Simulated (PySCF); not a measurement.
Computed shifts of a molecule C3H8BF, PBE0/pcSseg-1 in PySCF, GIAO, gas phase, atoms alike by connectivity averaged where their shifts nearly agree, in ppm (number of nuclei): ¹⁹F: -11.7 (1). ¹H: 5.72 (1), 1.47 (3), 1.33 (3), 1.03 (1). ¹³C: 28.6 (1), 19.6 (1), 17.6 (1). References: ¹¹B against BF3 (σ = 88.8 ppm); ¹⁹F against CFCl3 (σ = 167.2 ppm); ¹H against TMS (σ = 31.56 ppm); ¹³C against TMS (σ = 186.3 ppm), references at their B3LYP-D3(BJ)/def2-TZVP geometries, non-relativistic. Coordinates come from a B3LYP-D3(BJ)/def2-SVP optimisation. The values are those of a single conformer.

Question: Identify the compound among the candidates.
(A) CCCBF
(B) CCB(C)F
(C) CC(C)BF

Answer: C, CC(C)BF
